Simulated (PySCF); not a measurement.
Titanium: a sound run and one with changed settings

Sound run: Ti [Ar] 3d2 4s2, Ti+ [Ar] 3d2 4s1. All numbers are calculated (PySCF 2.14, no relativity, point nucleus, in pcseg-2 (6s4p3d2f1g, 56 functions)). The sound run starts from symmetry-adapted Hartree-Fock orbitals and uses a fine grid where one is needed.

A second run was set up differently.

```csv
species,method,sound run (hartree),changed run (hartree),converged
Ti,UHF,-848.39669,-848.39669,yes
Ti,TPSS,-849.38118,-849.55024,yes
Ti,M06-2X,-849.34467,-849.36102,yes
Ti+,UHF,-848.19356,-848.19356,yes
Ti+,TPSS,-849.14225,-849.31546,yes
Ti+,M06-2X,-849.08303,-849.09779,yes
```

Ionisation energy of Ti:

```csv
method,sound run (eV),changed run (eV)
UHF,5.527,5.527
M06-2X,7.120,7.163
```

**Question.** What was changed?
A. angular grid far too coarse
B. basis contracted for another Hamiltonian
C. minimal basis
D. a valence shell is frozen

**Answer.** A. It used 14 angular points. A coarse angular grid integrates products of high-l functions wrongly, so density functionals can shift, and the SCF can exploit the error; Hartree-Fock and MP2 need no grid.
